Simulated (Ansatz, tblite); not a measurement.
Forces on Al7H at its B3LYP-D4/def2-SVP geometry. Total charge 0; singlet.

The xTB rows come from tblite. The restricted singlet is unstable towards broken spin symmetry in Hartree–Fock (as tested in another run); at PBE-D4/def2-TZVP this wasn't settled. The structure comes from a short search, and lower isomers may exist.

GFN1-xTB (tblite), largest force 1.67 eV/Å:

```xyz
8
positions Å, forces eV/Å
Al   -1.219    0.512   -1.180   -0.286    0.609   -0.049
Al    1.325    1.517   -0.358    0.611    0.665    0.081
Al    1.028   -0.868   -1.335    0.530    0.432   -0.891
Al    1.408   -0.234    1.526    0.198    0.343    0.400
Al   -1.198    2.875    0.207   -0.185   -0.451   -0.266
Al   -0.810   -1.709    0.181   -0.992   -0.405    0.175
Al   -1.081    0.386    1.686   -0.190    0.426    0.826
H     0.549   -2.480   -0.727    0.314   -1.619   -0.276
```

GFN2-xTB (tblite), largest force 1.22 eV/Å:

```
Al 0.392 0.311 0.626
Al -0.941 0.417 0.122
Al 0.653 0.654 0.033
Al -0.402 -0.641 -0.845
Al 0.522 -1.102 -0.012
Al -0.285 0.157 0.829
Al -0.103 0.860 -0.603
H 0.163 -0.658 -0.150
```

PBE-D4/def2-TZVP (Ansatz), largest force 0.29 eV/Å:

```
Al 0.088 0.061 0.141
Al -0.280 0.015 0.064
Al 0.016 0.097 0.026
Al -0.107 -0.054 -0.151
Al 0.159 -0.223 0.044
Al -0.001 0.065 0.051
Al 0.047 0.177 -0.203
H 0.078 -0.139 0.028
```
